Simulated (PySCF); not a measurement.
CCl2, SMILES Cl[C]Cl (connectivity only; charge and spin as stated), neutral, multiplicity 1. Geometry: PBE0-D3(BJ)/def2-TZVP. The isomer is the one that the SMILES or the coordinates give; other isomers of the formula were not compared.

Level of theory: PySCF 2.14.0 with PBE0-D3(BJ)/def2-TZVP.

Harmonic wavenumbers (cm⁻¹): 340, 740, 791. Rotational constants (GHz): 50.61, 3.665, 3.417; symmetry number 2.

Work out the zero-point energy and the ideal-gas rigid-rotor harmonic-oscillator thermochemistry at 298.15 K and 1 atm.

ZPE = ½ Σ hcν = ½ × 1872 cm⁻¹ = 2.68 kcal/mol. H − E(el) = 5.39 kcal/mol. Entropy in cal/(mol K): translation 39.16, rotation 22.37, vibration 1.69, total 63.21. G − E(el) = -13.46 kcal/mol. Cp = 10.96 cal/(mol K).
